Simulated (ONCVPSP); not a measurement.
# How hard is this rhodium ONCV potential?

```json
{
  "Element": "rhodium (Rh)",
  "Generator": "ONCVPSP 4.0.1",
  "Type": "optimised norm-conserving Vanderbilt (ONCV)",
  "Functional": "PBEsol",
  "Relativity": "fully relativistic",
  "Frozen core": "[Ar] 3d10 4s2",
  "Valence charge": "15",
  "Reference configuration": "4p6 4d8 5s0.5 (charge +0.5)",
  "Partial waves": "5s: rc 2.70 bohr, ncon 5, nbas 8, qcut 2.3 1/bohr, 1 projector; 4p: rc 1.50 bohr, ncon 3, nbas 8, qcut 8.6 1/bohr, 1 projector; 4d: rc 1.95 bohr, ncon 4, nbas 8, qcut 7.4 1/bohr, 1 projector",
  "Local potential": "polynomial inside 1.00 bohr (lpopt 5, dvloc0 0 Ha)",
  "Core correction": "Teter function, fcfact 5.25, rcfact 1.5"
}
```

Open shells are filled in proportion to 2j + 1.

Question: For each optimised wave give the share of its norm inside rc, the residual kinetic energy above qcut (Ha) and the cutoffs (Ha) for errors of 10, 1, 0.1 and 0.01 mHa per electron.

Answer:

```tsv
wave	norm inside rc	residual KE	10 mHa	1 mHa	0.1 mHa	0.01 mHa
5s	0.410	5.1e-03	2.2	6.9	18.0	21.9
4p j=3/2	0.854	1.3e-06	11.8	15.3	27.5	32.6
4p j=1/2	0.874	1.1e-06	12.8	16.0	25.5	31.8
4d j=5/2	0.754	5.7e-06	16.7	20.8	23.9	27.0
4d j=3/2	0.765	6.2e-06	16.9	21.0	24.0	27.1
```

The occupied waves need 21 Ha and 27 Ha for 1 and 0.1 mHa. Note: ghosts flagged at negative energy: s at -281.9 eV; GHOST(+) flagged for s at 7.9 eV. A true bound ghost makes a file unfit for plane-wave use. 1 of 4 tests not solved or not reliable.
